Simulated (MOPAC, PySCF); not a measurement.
Noncovalent pair: HCl (SMILES Cl) (first 2 atoms) with GeH4 (SMILES [GeH4]); geometry from B3LYP-D3(BJ)/def2-TZVP, rigid monomers moved along the line of their centres of mass till H2···H5 is 2.32 Å.
(charge 0, multiplicity 1):
```json
[
 {"atom": "Cl", "x (Å)": "-0.8399", "y (Å)": "0.8249", "z (Å)": "-0.4813"},
 {"atom": "H", "x (Å)": "-1.0773", "y (Å)": "0.2103", "z (Å)": "0.6224"},
 {"atom": "Ge", "x (Å)": "0.2923", "y (Å)": "-0.1459", "z (Å)": "3.6644"},
 {"atom": "H", "x (Å)": "0.2646", "y (Å)": "1.3776", "z (Å)": "3.8362"},
 {"atom": "H", "x (Å)": "-0.9143", "y (Å)": "-0.5696", "z (Å)": "2.8013"},
 {"atom": "H", "x (Å)": "0.1773", "y (Å)": "-0.8382", "z (Å)": "5.0285"},
 {"atom": "H", "x (Å)": "1.5816", "y (Å)": "-0.5771", "z (Å)": "2.9550"}
]
```

Monomers are frozen at their geometry in the pair; levels with a basis set take the counterpoise correction.

Rows in 6-31G* carry no dispersion term and start afresh at each structure (6-31G* with six Cartesian d functions); the Pople sets are all-electron and without relativity. The state that PM6, PM7 reach isn't checked; PM7 holds dispersion and hydrogen-bond terms.

Run with MOPAC for PM6, PM7 (differences of heats of formation); PySCF for 6-31G* rows. Each number belongs to the level named beside it.

Q: One of these levels gives -0.90 kcal/mol for the interaction energy. Name it.
(A) PM6
(B) HF/6-31G*
(C) PM7

A: C, PM7. The others give -0.17 (PM6), 0.14 (HF/6-31G*)
